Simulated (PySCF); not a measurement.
Gas-phase reaction: 3 TiO2 + 6 Br2 = 3 TiBr4 + 2 O3, at 1400 K and a standard pressure of 1 bar. Level: GFN2-xTB.

Method: PySCF energies (xtb for GFN2) plus ideal-gas RRHO corrections (1 bar). All species are closed-shell singlets. The harmonic model lacks anharmonicity and excited electronic states, which grow with temperature; levels with a mode under 35 cm⁻¹ are left out. Strong static correlation: O3. Soft modes under 120 cm⁻¹ make the harmonic entropy rough for TiBr4.

```json
[
 {"species": "TiO2", "E (Ha)": "-9.64778", "H(1400 K) − E (kJ/mol)": "82.9", "S°(1400 K) (J/mol/K)": "342.8"},
 {"species": "Br2", "E (Ha)": "-8.17340", "H(1400 K) − E (kJ/mol)": "52.5", "S°(1400 K) (J/mol/K)": "304.0"},
 {"species": "TiBr4", "E (Ha)": "-18.19420", "H(1400 K) − E (kJ/mol)": "151.8", "S°(1400 K) (J/mol/K)": "571.1"},
 {"species": "O3", "E (Ha)": "-11.92796", "H(1400 K) − E (kJ/mol)": "85.4", "S°(1400 K) (J/mol/K)": "311.6"}
]
```
E: electronic energy; H − E holds the zero-point and thermal terms. 1 Ha = 2625.5 kJ/mol.

**Question.** Work out ΔH°, ΔS°, ΔG° and log10 K from these numbers.

**Answer.** 1. ΔE = 3×(-18.19420) + 2×(-11.92796) − 3×(-9.64778) − 6×(-8.17340) = -0.45478 Ha = -1194.0 kJ.
2. Δ(H − E) = 3×(151.8) + 2×(85.4) − 3×(82.9) − 6×(52.5) = 62.5 kJ, so ΔH° = -1131.5 kJ.
3. ΔS° = 3×(571.1) + 2×(311.6) − 3×(342.8) − 6×(304.0) = -515.9 J/K; the number of gas molecules changes by -4.
4. ΔG° = ΔH° − TΔS° = -1131.5 − 1400×(-515.9)/1000 = -409.2 kJ.
5. log10 K = −ΔG°/(RT ln 10) = 15.27, with RT ln 10 = 26.80 kJ/mol; at standard pressures the products are favoured.
6. A shift of 10 kJ in ΔE would move log10 K by 0.37 here.
For scale, ΔH°(298 K) is -1168 kJ at this level, -598 kJ at ωB97M-V/def2-TZVP†, and runs from -1168 to -521 kJ over the 18 levels computed († marks an energy on the PBE0/def2-TZVP geometry).
